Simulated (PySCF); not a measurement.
# Dipole response of Sr²⁺ (strontium, charge +2)

[Kr], closed-shell 1S. Calculation: PySCF 2.14, in aug-cc-pwCVTZ-X2C (10s9p7d3f, 93 functions); scalar relativity by spin-free X2C-1e. Coupled (time-dependent) response in atomic units; α is the mean over directions.

| method | mean α (bohr³) | C₆ (like pair) | S(−4) |
| --- | --- | --- | --- |
| LC-wPBE | 5.870 | 28.58 | 5.152 |

S(−4) is the Cauchy moment in α(ω) = α(0) + S(−4) ω² + …

α(iu) at LC-wPBE:

| u (hartree) | α(iu) (bohr³) |
| --- | --- |
| 0 | 5.870 |
| 0.0500 | 5.857 |
| 0.100 | 5.819 |
| 0.200 | 5.672 |
| 0.300 | 5.443 |
| 0.500 | 4.829 |
| 0.750 | 3.973 |
| 1.00 | 3.199 |
| 1.50 | 2.082 |
| 2.00 | 1.416 |
| 3.00 | 0.7559 |
| 5.00 | 0.3166 |

A single London oscillator, α(iu) = α/(1 + u²/ω²), gives C₆ = (3/4) ω α². Matching the computed C₆ needs ω = 4 × 28.58 / (3 × 5.870²) = 1.11 hartree.

For an ion, C₆ is the dispersion term alone; charge-induced terms of lower order in 1/R come first.
